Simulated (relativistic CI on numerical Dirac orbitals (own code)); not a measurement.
**I⁵²⁺: computed level list**

Computed by Dirac equation for one electron, model QED (radiative potential, 1s self-energy scaled to tabulated hydrogen-like ionisation energies) (own radial code, finite nucleus).

CI space: 1s, 2s, 2p, 3s, 3p, 3d, 4s, 4p, 4d, 4f, 5s, 5p, 5d, 5f, 5g, 6s, 6p, 6d. Levels of other configurations are missing.

The lowest level is 1s ²S1/2, with 100 % of that term; Hund's rules for 1s give ²S with J = 1/2, in agreement.

```csv
No.,Configuration,Term,J,E (eV),%,Landé g,Lifetime (s)
1,1s,²S,1/2,0.0,100,1.899,
2,2p,²P°,1/2,29681.8,100,0.640,1.99e-16
3,2s,²S,1/2,29688.5,100,1.976,
4,2p,²P°,3/2,30076.8,100,1.314,2.10e-16
5,3p,²P°,1/2,35303.9,100,0.654,6.75e-16
6,3s,²S,1/2,35305.9,100,1.991,1.50e-14
7,3d,²D,3/2,35421.0,100,0.791,1.82e-15
8,3p,²P°,3/2,35421.3,100,1.325,6.81e-16
9,3d,²D,5/2,35457.3,100,1.192,1.92e-15
10,4p,²P°,1/2,37255.2,100,0.659,1.60e-15
11,4s,²S,1/2,37256.0,100,1.996,2.19e-14
12,4d,²D,3/2,37304.4,100,0.794,4.18e-15
13,4p,²P°,3/2,37304.5,100,1.329,1.59e-15
14,4f,²F°,5/2,37319.7,100,0.852,8.92e-15
15,4d,²D,5/2,37319.8,100,1.196,4.45e-15
16,4f,²F°,7/2,37327.3,100,1.138,9.09e-15
17,5p,²P°,1/2,38151.4,100,0.662,3.12e-15
18,5s,²S,1/2,38151.8,100,1.998,3.46e-14
19,5d,²D,3/2,38176.5,100,0.796,8.00e-15
20,5p,²P°,3/2,38176.5,100,1.331,3.06e-15
21,5f,²F°,5/2,38184.3,100,0.854,1.71e-14
22,5d,²D,5/2,38184.3,100,1.197,8.53e-15
23,5g,²G,7/2,38188.2,100,0.886,2.93e-14
24,5f,²F°,7/2,38188.2,100,1.140,1.75e-14
25,5g,²G,9/2,38190.5,100,1.108,2.96e-14
26,6p,²P°,1/2,38635.3,100,0.663,5.38e-15
27,6s,²S,1/2,38635.6,100,1.999,5.32e-14
28,6d,²D,3/2,38649.8,100,0.797,1.36e-14
29,6p,²P°,3/2,38649.8,100,1.332,5.26e-15
30,6d,²D,5/2,38654.4,100,1.198,1.46e-14
```

Energies count from the lowest computed level; ° marks odd parity; lifetimes are radiative, by E1, M1, E2, M2 decay to levels of this space only; some are left blank where a channel outside the calculation adds to the decay or the decay crosses a small, uncertain gap.
